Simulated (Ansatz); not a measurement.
`FB(F)Cl` + HBr → `FB(Cl)Br` + H–F at 298.15 K and 1 bar (ligand exchange at a B–F bond).

Calculated with Ansatz (gas phase, PBE0-D4/def2-TZVP geometries, no zero-point term in ΔE). CCSD(T)/CBS adds triple-zeta CCSD(T) − MP2 to the extrapolated MP2 energy (def2 sets, frozen cores). This one scheme is used for every species. For Br outer-core shells are correlated without core-valence functions, which leaves a few kJ/mol of doubt a bond. Scalar relativity is left out up to krypton.

```tsv
species	CCSD(T)/CBS energy (Eh)	H − E (kJ/mol)	S (J/(mol·K))
`FB(F)Cl`	-684.31926	41.0	275.6
HBr	-2573.91920	24.6	198.6
`FB(Cl)Br`	-3157.81685	36.6	304.7
H–F	-100.39570	33.5	173.6
```

H − E and S are ideal-gas, rigid-rotor, harmonic terms from PBE0-D4/def2-TZVP. 1 Eh = 2625.50 kJ/mol, R = 8.31446 J/(mol·K).

Q: By hand: ΔE, ΔH, ΔS and ΔG.

A: ΔE = (-3157.81685) + (-100.39570) − (-684.31926) − (-2573.91920) = 0.02591 Eh = 68.0 kJ/mol. Δ(H − E) = 36.6 + 33.5 − 41.0 − 24.6 = 4.5, so ΔH = 72.5 kJ/mol. ΔS = 304.7 + 173.6 − 275.6 − 198.6 = 4.1 J/(mol·K). ΔG = 72.5 − 298.15 × (4.1)/1000 = 71.3 kJ/mol.

Q: By hand: the equilibrium constant, and the temperature at which ΔG would vanish if ΔH and ΔS stayed fixed.

A: log₁₀ K = −ΔG/(RT ln 10) = -12.5. ΔG = 0 at ΔH/ΔS = 17683 K, far beyond where these terms or the molecules hold.

The number of gas molecules stays the same, so ΔS is small and ΔH decides. A doubt of 5 kJ/mol in ΔE shifts log₁₀ K by 0.9 here. These are equilibria of isolated gas molecules and say nothing of rates. Largest T1 diagnostic: 0.012 (customary marks: 0.02 for closed shells, 0.045 for open ones).
